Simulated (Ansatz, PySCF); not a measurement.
BFGeH₄O, SMILES O[B](F)[GeH3]. Atoms are numbered in the order given.

```xyz
8

B      0.0421    -0.8527     0.5571
F     -0.8824    -1.8054     0.3646
Ge     0.0033     0.8766    -0.5757
H      0.1208     0.5466    -2.0734
H     -1.3302     1.6193    -0.3862
H      1.1440     1.8336    -0.2030
O      0.9891    -1.0437     1.4968
H      0.8899    -1.8948     1.9527
```

Geometry: r2SCAN-D4/def2-SVP. The values are those of a single conformer.

Two levels are set side by side: PBE-D3(BJ)/def2-SVP (Ansatz, a first-principles code) and r2SCAN-D4/def2-SVP (Ansatz). Each level has its own optimised geometry; the coordinates shown are those of the second. Frequencies come from the Hessian of PySCF at each geometry. Differences are taken from unrounded values.

| quantity | r2SCAN-D4 |
|---|---|
| mean bond length (Å) | 1.477 |
| bond B1–F2 (Å) | 1.341 |
| bond B1–Ge3 (Å) | 2.068 |
| bond B1–O7 (Å) | 1.348 |
| bond Ge3–H4 (Å) | 1.538 |
| bond Ge3–H5 (Å) | 1.538 |
| bond Ge3–H6 (Å) | 1.535 |
| bond O7–H8 (Å) | 0.971 |
| highest harmonic wavenumber (cm⁻¹) | 3781 |
| mean harmonic wavenumber (cm⁻¹) | 1092 |
| zero-point energy (kcal/mol) | 28.11 |

Question: What does PBE-D3(BJ) give, and how far is it from r2SCAN-D4? (Estimate from the structure and the level; the computed values follow.)

Answer: 
| quantity | PBE-D3(BJ) | PBE-D3(BJ) minus r2SCAN-D4 |
|---|---|---|
| mean bond length (Å) | 1.488 | 0.011 |
| bond B1–F2 (Å) | 1.348 | 0.007 |
| bond B1–Ge3 (Å) | 2.080 | 0.012 |
| bond B1–O7 (Å) | 1.355 | 0.007 |
| bond Ge3–H4 (Å) | 1.553 | 0.015 |
| bond Ge3–H5 (Å) | 1.553 | 0.015 |
| bond Ge3–H6 (Å) | 1.550 | 0.015 |
| bond O7–H8 (Å) | 0.980 | 0.009 |
| highest harmonic wavenumber (cm⁻¹) | 3662 | -119 |
| mean harmonic wavenumber (cm⁻¹) | 1059 | -33 |
| zero-point energy (kcal/mol) | 27.26 | -0.86 |
